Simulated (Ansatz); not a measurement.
Reaction (isomerisation): `CNC(=O)[SiH3]` → `NC1CO[SiH2]1`

Gas-phase electronic energies from Ansatz, PBE0-D4/def2-TZVP geometries. CCSD(T)/CBS is the MP2 limit (def2-TZVPP, def2-QZVPP) plus CCSD(T) − MP2 in def2-TZVPP, frozen cores. Functionals use def2-TZVPP. One conformer a species, not always the lowest.

```tsv
level	ΔE (kJ/mol)	difference from CCSD(T)/CBS
r2SCAN-D4	5.4	20.1
r2SCANh-D4	-0.5	14.2
CAM-B3LYP-D4	0.8	15.5
r2SCAN	5.7	20.4
RPA@PBE/def2-TZVPP	-7.2	7.5
HF/def2-SVP	30.6	45.3
CCSD/def2-SVP	25.1	39.8
HF/def2-TZVPP	1.6	16.3
CCSD(T)/def2-TZVPP	-10.5	4.2
HF/def2-QZVPP	0.5	15.2
CCSD(T)/CBS	-14.7	0
```

Largest T1 diagnostic among the species: 0.016.

At CCSD(T), def2-SVP lies +46.1 kJ/mol from the extrapolated value and def2-TZVPP +4.2 kJ/mol. The D4 term adds −3.2 kJ/mol with B3LYP and −1.5 kJ/mol with PBE0; it sums over pairs of atoms, weighted by their polarisabilities, and B3LYP, whose exchange is more repulsive, gets the larger term. From r2SCAN to r2SCAN0 (25 % exact exchange), in def2-TZVPP and without D4, ΔE moves by −14.1 kJ/mol.

CCSD(T)/CBS has its own doubt, a few kJ/mol and more with outer-core shells, so smaller differences from it don't rank the levels.

B3LYP here is the variant with VWN-RPA as its local correlation; programs differ in this.
